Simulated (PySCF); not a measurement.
C6H15In, charge -1, multiplicity 2. Atoms are numbered in the order given.

```xyz
22

In     0.4382     0.4533     0.0000
C     -0.8517     0.8435    -1.8490
C     -0.3540     0.1248    -3.1040
H     -1.8622     0.4860    -1.5773
H     -0.9382     1.9276    -2.0279
H      0.6520     0.4742    -3.3911
H     -0.2680    -0.9610    -2.9337
H     -1.0087     0.2607    -3.9890
C     -0.8517     0.8435     1.8490
C     -0.3540     0.1248     3.1040
H     -0.9382     1.9276     2.0279
H     -1.8622     0.4860     1.5773
H     -0.2680    -0.9610     2.9337
H      0.6520     0.4742     3.3911
H     -1.0087     0.2607     3.9890
C      0.7160    -1.8209     0.0000
C     -0.6563    -2.5016     0.0000
H      1.2988    -2.1228    -0.8856
H      1.2988    -2.1228     0.8856
H     -1.2490    -2.2085     0.8826
H     -1.2490    -2.2085    -0.8826
H     -0.6107    -3.6105     0.0000
```
Charge -1, spin multiplicity 2.

Geometry optimised at B3LYP-D3(BJ)/def2-SVPD. The multiplicity is an assumed one; other spin states were not compared. The isomer is the one that the SMILES or the coordinates give; other isomers of the formula were not compared. The def2 effective core potentials stand for the cores of In; spin–orbit coupling is left out. The values are those of a single conformer.

Computed with PBE0/def2-SVPD in PySCF.

 A positive occupied level means that this level leaves the electron formally unbound; only the finite basis holds it.

```yaml
total_energy: -427.31957 hartree
point_group: Cs
"α spin, highest occupied and lowest empty level": 0.35 and 3.51 eV
"β spin, highest occupied and lowest empty level": -1.61 and 2.67 eV
dipole_moment_about_the_centre_of_nuclear_charge: 1.68 D
"⟨S²⟩": 0.751 (pure state 0.75)
```
